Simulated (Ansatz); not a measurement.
Compare A (`Cc1ccc(C(=O)O)cc1`) with its isomer B (`CC(=O)Oc1ccccc1`).

Calculated with Ansatz (gas phase, PBE0-D4/def2-TZVP geometries, no zero-point term in ΔE). CCSD(T)/CBS is the MP2 limit (def2-TZVPP, def2-QZVPP) plus CCSD(T) − MP2 in def2-TZVPP, frozen cores. Functionals use def2-TZVPP. B3LYP here is the variant with VWN-RPA as its local correlation; programs differ in this. One conformer a species, not always the lowest.

A:

```xyz
18

C     0.091    1.793    2.381
C     0.022    0.873    1.203
C    -0.177   -0.495    1.377
C    -0.212   -1.352    0.294
C    -0.050   -0.854   -0.996
C    -0.098   -1.808   -2.122
O    -0.266   -2.996   -2.013
O     0.069   -1.220   -3.321
C     0.146    0.510   -1.184
C     0.179    1.360   -0.092
H    -0.526    1.431    3.206
H    -0.238    2.800    2.121
H     1.118    1.869    2.751
H    -0.308   -0.891    2.378
H    -0.368   -2.416    0.424
H     0.021   -1.931   -3.974
H     0.267    0.901   -2.185
H     0.328    2.424   -0.247
```

B:

Z-matrix (Å, degrees):
```
C
C 1 1.496
H 1 1.087 2 109.5
H 1 1.092 2 109.9 3 -121.2
H 1 1.092 2 109.8 3 121.0
O 2 1.195 1 126.1 3 -1.1
O 2 1.358 1 109.8 3 179.3
C 7 1.385 2 119.5 1 -179.6
C 8 1.383 7 117.0 2 -126.6
C 8 1.384 7 121.6 2 57.1
C 9 1.386 8 119.3 7 -176.4
H 9 1.083 8 119.2 7 3.3
C 10 1.386 8 118.9 7 176.4
H 10 1.082 8 120.2 7 -4.2
C 11 1.386 9 120.2 8 -0.2
H 11 1.084 9 119.6 8 179.9
H 13 1.084 10 119.4 8 179.8
H 15 1.084 11 120.1 9 -179.9
```

(1) Which isomer does CCSD(T)/CBS put lower? Give the gap. (An estimate is asked.)

(2) Give E(B) − E(A) in kcal/mol with B3LYP, BLYP-D4, r2SCAN-D4, B2PLYP, MP2/def2-TZVPP, ωB97M-V, PBE-D4. (Best estimate.)

Largest T1 diagnostic: 0.013.

## Answers

(1) Computed: A, by 14.2 kcal/mol.

(2) Ansatz gave: B3LYP 12.7, BLYP-D4 12.8, r2SCAN-D4 13.7, B2PLYP 13.6, MP2/def2-TZVPP 15.7, ωB97M-V 13.4, PBE-D4 14.0. None reverses the order clearly.

From BLYP to BHLYP (50 % exact exchange), in def2-TZVPP and without D4, E(B) − E(A) moves by +1.0 kcal/mol. Leaving LDA and LC-ωPBE aside and taking each functional with its dispersion term where it has one, the values, not all of them listed here, spread over 2.3 kcal/mol, from CAM-B3LYP-D4 to PBE-QIDH. LDA lies +0.8 kcal/mol from PBE without D4.
